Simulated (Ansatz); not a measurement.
Total energies of SnEt3(NHMe) (C₇H₁₉NSn) from Ansatz at PBE0-D4/def2-TZVP, gas phase (1 Eh = 27.2114 eV = 2625.5 kJ/mol). The reference geometry is relaxed at r2SCAN-D4/def2-SVP.

Cartesian coordinates in Å:
```
Sn -0.012 -0.031 -0.057
C 1.084 -0.896 1.605
C 1.086 0.031 2.820
H 2.109 -1.126 1.270
H 0.612 -1.865 1.846
H 1.608 -0.419 3.682
H 1.588 0.988 2.600
H 0.060 0.274 3.142
C 0.030 -1.287 -1.843
C -0.523 -2.686 -1.585
H 1.072 -1.328 -2.204
H -0.552 -0.766 -2.623
H -0.529 -3.306 -2.498
H 0.072 -3.229 -0.831
H -1.561 -2.650 -1.212
C 0.651 1.997 -0.462
C 2.140 2.086 -0.792
H 0.402 2.591 0.433
H 0.039 2.400 -1.287
H 2.460 3.127 -0.975
H 2.766 1.697 0.028
H 2.397 1.509 -1.696
N -1.928 0.152 0.690
C -2.980 0.716 -0.134
H -2.247 -0.690 1.168
H -3.872 0.962 0.471
H -2.639 1.668 -0.577
H -3.329 0.080 -0.979
```

```json
{"state": "charge 0 singlet", "geometry": "reference", "energy (Eh)": "-546.96130"}
{"state": "charge 1 doublet", "geometry": "reference", "energy (Eh)": "-546.67902"}
{"state": "free Sn atom (triplet)", "geometry": "–", "energy (Eh)": "-214.25870"}
{"state": "free C atom (triplet)", "geometry": "–", "energy (Eh)": "-37.80537"}
{"state": "free H atom (doublet)", "geometry": "–", "energy (Eh)": "-0.50104"}
{"state": "free N atom (quartet)", "geometry": "–", "energy (Eh)": "-54.54382"}
```

In the def2 sets Sn takes a core potential; there is no spin–orbit coupling. Single mean-field runs in def2-TZVP are fitted with def2-universal-jkfit.

Task: Work out the vertical ionisation energy to the doublet.

Result: E(charge 1 doublet) − E(charge 0 singlet) = -546.67902 − (-546.96130) = 0.28228 Eh = 7.68 eV. For comparison, −ε of the highest occupied level is 5.96 eV at this level, 1.72 eV less.

Task: What is the binding energy per atom against free atoms?

Result: Atoms: 1 × (-214.25870) + 7 × (-37.80537) + 19 × (-0.50104) + 1 × (-54.54382) = -542.95987 Eh. Binding: -542.95987 − (-546.96130) = 4.00143 Eh = 108.88 eV, or 3.89 eV for each of 28 atoms (no zero-point energy, no counterpoise term).
